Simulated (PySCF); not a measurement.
Ti (titanium, neutral): LDA calculation

Configuration: [Ar] 3d2 4s2, high-spin 3F determinant. All numbers are calculated (PySCF 2.14, the spin-free X2C one-electron Hamiltonian (Gaussian nucleus), in cc-pVTZ-DK (7s6p4d2f1g, 68 functions)).

| Item | Value |
| --- | --- |
| Total energy | -851.613 hartree |
| One-electron energy | -1168.481 hartree |
| Hartree (Coulomb) energy | 357.075 hartree |
| Exchange-correlation energy | -40.206 hartree |
| ⟨S²⟩ | 2.0030 |
| ⟨L²⟩ | 12.001 |
| Sum of ⟨r⟩ | 21.25 bohr |
| Sum of ⟨r²⟩ | 46.75 bohr² |
| Langevin diamagnetic susceptibility | -37.0 ×10⁻⁶ cm³/mol |
| Time after the integrals | 0.76 s of wall time on 1 thread of Neoverse-V2 (shared host) |

| shell | electrons | mean orbital energy (hartree) | rms radius, mean of both spins (bohr) |
| --- | --- | --- | --- |
| 1s α | 1 | -178.30834 | 0.0805 |
| 1s β | 1 | -178.30791 | 0.0805 |
| 2s α | 1 | -19.67253 | 0.354 |
| 2s β | 1 | -19.65156 | 0.354 |
| 2p α | 3 | -16.31283 | 0.322 |
| 2p β | 3 | -16.29615 | 0.322 |
| 3s α | 1 | -2.30826 | 1.08 |
| 3s β | 1 | -2.24861 | 1.08 |
| 3p α | 3 | -1.44511 | 1.18 |
| 3p β | 3 | -1.38647 | 1.18 |
| 3d α | 2 | -0.18953 | 1.83 |
| 4s α | 1 | -0.17567 | 3.77 |
| 4s β | 1 | -0.15787 | 3.77 |

Densities and radii are taken from the X2C orbitals without a picture-change correction, which distorts them close to the nucleus.
